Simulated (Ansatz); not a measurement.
Basis-set extrapolation for CH7AlBFSi (`CB(F)[SiH2][AlH2]`) (PBE0-D4/def2-TZVP geometry, frozen core, the Gaussian-basis code of Ansatz). Multiplicity 1, RHF reference.

```csv
,def2-TZVPP,def2-QZVPP
HF,-697.040776,-697.063912
MP2 correlation,-0.724974,-0.781523
CCSD(T) correlation,-0.811560,not run
```

Energies in hartree. Use E(X) = E(∞) + A·exp(−7.88·√X) for Hartree–Fock and E(X) = E(∞) + B·X^(−2.97) for correlation, with X = 3 and 4, and add CCSD(T) minus MP2 of the smaller set to the MP2 limit.

Question: What is the CCSD(T) energy at the basis-set limit?

Answer: HF limit: -697.063912 + (-0.023136) × 0.13774 = -697.06710. MP2 limit: -0.781523 + (-0.056549) × 0.74074 = -0.82341. Higher-order term: -0.811560 − (-0.724974) = -0.08659. Total: -697.97710 hartree, 327.6 kJ/mol below CCSD(T)/def2-TZVPP.
